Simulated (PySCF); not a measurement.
A PySCF script (with the pyscf-properties extension) for the NMR shieldings of `C(=C)C(=O)NCCC#CC`, C8H11NO, on a GFN2-xTB geometry:

```python
import basis_set_exchange as bse
import numpy as np
from pyscf import gto, dft
from pyscf.prop import nmr

atoms = """
C    -3.866662    0.895181    0.810141
C    -2.651337    0.370527    0.786570
C    -2.033025   -0.067639   -0.491501
O    -2.591729    0.010328   -1.569036
N    -0.789022   -0.589177   -0.346123
C     0.036530   -0.959398   -1.469232
C     1.212073    0.015425   -1.638244
C     2.047837    0.029628   -0.451813
C     2.693750    0.020820    0.558018
C     3.503405    0.017375    1.757847
H    -4.341113    1.227569    1.717684
H    -4.419186    1.001130   -0.109342
H    -2.063237    0.246511    1.685888
H    -0.328194   -0.549830    0.549778
H     0.414284   -1.976907   -1.321153
H    -0.604220   -0.934690   -2.353553
H     1.810407   -0.283677   -2.502359
H     0.822361    1.021552   -1.817728
H     3.953163    0.998605    1.907514
H     4.296264   -0.725222    1.670941
H     2.888729   -0.223998    2.625229
"""
names = dict.fromkeys(["C", "O", "N", "H"], "pcSseg-1")
basis = {el: gto.basis.parse(bse.get_basis(n, elements=[el], fmt="nwchem")) for el, n in names.items()}
mol = gto.M(atom=atoms, basis=basis, charge=0, verbose=0)
mf = dft.RKS(mol, xc="PBE0")
mf.grids.level = 2
mf.grids.alignment = dft.numint.BLKSIZE   # the property module wants whole blocks of grid points
mf.conv_tol = 1e-9
mf.kernel()

calc = nmr.RKS(mf)   # GIAO
C = mf.mo_coeff
Co = C[:, mf.mo_occ > 0]
resp = mf.gen_response(singlet=True, hermi=2)
def vind(x):   # induced exchange potential for any number of trial vectors
    d = np.einsum("pi,xij,qj->xpq", C, 2 * x.reshape(-1, C.shape[1], Co.shape[1]), Co, optimize=True)
    return np.einsum("xpq,pi,qj->xij", resp(d - d.transpose(0, 2, 1)), C, Co, optimize=True).ravel()
mo1, _ = nmr.rhf.solve_mo1(calc, with_cphf=vind)
sigma = calc.kernel(mo1)
for i, s in enumerate(sigma):   # ppm
    print("%2d %-2s %9.2f" % (i, mol.atom_pure_symbol(i), np.trace(s) / 3))
```

Question: What are the results?

Answer: 
```
 0 C      49.99
 1 C      49.42
 2 C      21.74
 3 O     -29.69
 4 N     130.34
 5 C     146.59
 6 C     162.88
 7 C     102.15
 8 C     102.61
 9 C     182.33
10 H      25.69
11 H      24.80
12 H      25.75
13 H      26.29
14 H      28.95
15 H      27.11
16 H      29.43
17 H      29.38
18 H      29.65
19 H      29.67
20 H      29.76
```

These numbers come from an equivalent density-fitted implementation of the same equations, which agrees with the script to about 0.01 ppm for H and up to a few tenths of a ppm for heavy atoms, so last digits may differ.

Question: Turn these shieldings into chemical shifts. δ = σ(ref) − σ, references computed at the same level: ¹³C (186.93 ppm) and ¹H (31.72 ppm) vs TMS; H2O for ¹⁷O (336.08 ppm); NH3 for ¹⁵N (267.73 ppm).

Answer: Averaging equivalent atoms: C 2: 165.2; C 1: 137.5; C 0: 136.9; C 7: 84.8; C 8: 84.3; C 5: 40.3; C 6: 24.0; C 9: 4.6; O 3: 365.8; N 4: 137.4; H 11: 6.92; H 10: 6.03; H 12: 5.97; H 13: 5.43; H 14/15: 3.69; H 16/17: 2.31; H 18/19/20: 2.03 ppm. Unscaled 17O shifts of doubly bonded oxygen tend to come out too high, by tens of ppm or more. Experimental scales use liquid or dissolved standards, which lie at an offset from isolated NH3 (liquid NH3: subtract about 20 ppm) and H2O (liquid H2O: subtract about 36 ppm).

Size and cost of the density-fitted run: 225 basis functions, 3.1 min wall time (2.6 min CPU) on 1 thread of an Intel Xeon, shared host; peak memory 1 GiB.
